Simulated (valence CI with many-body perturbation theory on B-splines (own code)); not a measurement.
**Hyperfine factors and g values of Ga¹⁷⁺**

Calculated by configuration interaction combined with many-body perturbation theory (CI+MBPT): four valence electrons over a frozen Dirac-Fock core [Ne], a basis of 11 s, 11 p, 9 d, 7 f, 5 g, 2 h, 1 i functions for each j, with the one-electron correlation potential Σ1, the two-electron term Σ2, the three-electron term Σ3, Breit, model QED; selected CI, second order for the rest (own B-spline code, finite nucleus).

No measured levels were compared; by estimate levels of excited configurations hold to 0.05 to 0.15 % of their energy, terms of the ground configuration to about 0.5 %.

A/g_I is the dipole constant over the nuclear g factor μ/I (μ in nuclear magnetons, uniformly magnetised nucleus), B/Q the quadrupole constant per barn. Both hold the static response of the core; the bare values leave it out. Large factors of s and p1/2 electrons are usually good to 5 to 10 %; those of open d and f shells near neutrality can be off by tens of per cent, and small factors of p3/2, d and f electrons come from cancelling terms and can be off by a factor of two or in sign, in half-filled shells by more. B is blank for J = 1/2, where it vanishes, and for nearly pure S terms. Energies count from the lowest level. Levels with J = 0 are left out.

Names give the largest LS component (configuration and term), which can be under half, so a name can repeat, a term be missing and a line seem to break the LS rules; names also repeat where a configuration has a term twice.

```csv
Level,E (cm⁻¹),g,A/g_I (MHz),A/g_I bare,B/Q (MHz/b),B/Q bare
3s2.3p2 3P_1,28088,1.500,-389,18.4,8310,8010
3s2.3p2 3P_2,45739,1.374,16100,15800,-4770,-4590
3s2.3p2 1D_2,94854,1.124,12300,12000,21300,20500
3s.3p3 5S°_2,323620,1.979,41500,40400,,
3s.3p3 3D°_1,415350,0.601,-22300,-21200,9800,9460
3s.3p3 3D°_2,416570,1.218,26300,25300,17200,16600
3s.3p3 3D°_3,427240,1.332,37900,36400,-1830,-1740
3s.3p3 3P°_1,480740,1.415,49100,47200,-10600,-10200
3s.3p3 3P°_2,482530,1.370,28100,27200,-16700,-16000
3s.3p3 1D°_2,525630,1.089,22200,21400,-6880,-6570
3s.3p3 3S°_1,581000,1.677,-15700,-13900,149,151
3s2.3p.3d 3F°_2,593070,0.681,13000,12600,11600,11400
3s2.3p.3d 3F°_3,609450,1.086,8490,8440,12000,11900
3s.3p3 1P°_1,630160,1.300,-5990,-5100,279,277
3s2.3p.3d 3F°_4,636650,1.249,4510,4660,19900,19500
3s2.3p.3d 3P°_2,665830,1.288,3440,3700,3260,3320
3s2.3p.3d 3D°_1,677410,0.888,-8510,-7660,3140,3140
3s2.3p.3d 1D°_2,697180,1.082,3290,3460,-2760,-2540
3s2.3p.3d 3P°_1,707670,1.123,6100,6250,-9070,-8850
3s2.3p.3d 3D°_3,708580,1.317,8500,8550,-8950,-8480
3s2.3p.3d 3D°_2,713370,1.284,10400,10400,-12200,-11800
3s2.3p.3d 1F°_3,770210,1.010,6490,6450,18500,18200
3s2.3p.3d 1P°_1,790930,0.987,-1420,-1030,2610,2620
3p4 3P_2,845310,1.410,13100,13200,2690,2630
3p4 3P_1,877710,1.055,-2500,-1930,-2390,-2270
3s.3p2.3d 5F_1,881650,0.491,-18700,-17800,-3010,-2850
3s.3p2.3d 5F_2,886040,1.040,7170,7220,3280,3270
3p4 1D_2,894600,1.087,18200,17700,-22200,-21400
3s.3p2.3d 5F_3,895400,1.278,15600,15300,5830,5820
3s.3p2.3d 5F_4,909230,1.360,18400,18000,3620,3770
3s.3p2.3d 5D_1,922040,1.466,23700,23200,-8540,-8310
3s.3p2.3d 5D_2,923690,1.431,23100,22600,-10000,-9700
3s.3p2.3d 5F_5,925730,1.394,22000,21400,-12800,-12000
3s.3p2.3d 5D_3,926460,1.428,24800,24200,-7520,-7200
```

Question: Take the isotope of mass number 71, with I = 3/2, μ = 2.56033 μN and Q = 0.107 b. What is the hyperfine structure of 3s.3p3 3D°_1?

Answer: From the table A = -38000 MHz, B = 1050 MHz. Shifts from the centre of gravity in MHz: F = 1/2: 96300, F = 3/2: 37000, F = 5/2: -56700.
